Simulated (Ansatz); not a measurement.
As3P5⁻. The state is a doublet with charge -1. Geometry PBE-D4/def2-SVP, basis def2-TZVPD, Ansatz.

```xyz
8

P     0.693   -2.496    0.115
P    -1.512    1.042    0.922
P    -1.359    0.060   -1.110
P    -1.246   -2.076   -0.735
P     0.742    0.788   -1.510
As    1.836   -0.508    0.182
As    0.576    0.715    1.956
As    0.271    2.476    0.180
```

```json
{"run": "A", "HOMO (eV)": "-1.21", "LUMO (eV)": "1.01"}
{"run": "B", "HOMO (eV)": "-0.26", "LUMO (eV)": "0.24"}
{"run": "C", "HOMO (eV)": "-1.03", "LUMO (eV)": "0.95"}
{"run": "D", "HOMO (eV)": "-0.46", "LUMO (eV)": "0.35"}
{"run": "E", "HOMO (eV)": "-3.23", "LUMO (eV)": "2.85"}
```

LC-ωPBE has ω = 0.4 bohr⁻¹. Another isomer (doublet) lies 0.07 eV lower at PBE0-D4/def2-TZVPD.

HOMO and LUMO are taken over both spins.

The runs used LC-ωPBE, PBE, PBE0, r2SCAN, r2SCAN0. Estimate which is which.

A r2SCAN0 (25 % exact exchange); B PBE (0 % exact exchange); C PBE0 (25 % exact exchange); D r2SCAN (0 % exact exchange); E LC-ωPBE (range-separated). Exact exchange lowers occupied and raises empty levels; among semilocal functionals meta-GGAs tend to open the gap a little, and such runs are hard to tell apart. The gap grows from 0.50 eV (PBE) to 6.08 eV (LC-ωPBE).
